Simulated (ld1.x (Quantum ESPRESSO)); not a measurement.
u(r) = r·R(r): atom against pseudo-atom (Nb (Z = 41))

Columns: radius, all-electron u(r) and pseudo u(r) of the 5s shell (level -6.61 eV) of niobium in the configuration [Kr] 4d4 5s0.5 5p0; PBE, scalar-relativistic, PAW scheme, ld1.x (Quantum ESPRESSO) 7.5.

| r (bohr) | all-electron | pseudo |
| --- | --- | --- |
| 0.165 | -0.0387 | 0.0493 |
| 0.330 | 0.1720 | 0.0984 |
| 0.495 | 0.0285 | 0.1470 |
| 0.660 | -0.1710 | 0.1949 |
| 0.825 | -0.2712 | 0.2417 |
| 0.990 | -0.2636 | 0.2872 |
| 1.155 | -0.1827 | 0.3311 |
| 1.320 | -0.0650 | 0.3729 |
| 1.485 | 0.0628 | 0.4124 |
| 1.650 | 0.1847 | 0.4491 |
| 1.815 | 0.2924 | 0.4827 |
| 1.980 | 0.3826 | 0.5128 |
| 2.145 | 0.4549 | 0.5389 |
| 2.310 | 0.5103 | 0.5607 |
| 2.475 | 0.5503 | 0.5779 |
| 2.640 | 0.5770 | 0.5903 |
| 2.805 | 0.5923 | 0.5975 |
| 2.970 | 0.5980 | 0.5994 |
| 3.135 | 0.5958 | 0.5959 |
| 3.300 | 0.5871 | 0.5871 |
| 3.465 | 0.5732 | 0.5732 |
| 3.630 | 0.5553 | 0.5553 |
| 3.795 | 0.5343 | 0.5343 |
| 3.960 | 0.5112 | 0.5112 |
| 4.125 | 0.4867 | 0.4867 |
| 4.290 | 0.4613 | 0.4613 |

**Question.** How many radial nodes do the two functions have?

**Answer.** The all-electron 5s function has n − l − 1 = 4 (the table is too coarse to show those close to the nucleus); the pseudo-wave has 0, since the states of the same l below it are removed with the core.

**Question.** At about which radius was the pseudo-wave matched?

**Answer.** 3.30 bohr, where the columns begin to agree (steps of 0.17 bohr).

**Question.** Is the pseudo-wave norm-conserving?

**Answer.** No, it belongs to a PAW set: the norm inside the radius is not constrained, and the difference is carried by the augmentation charge.
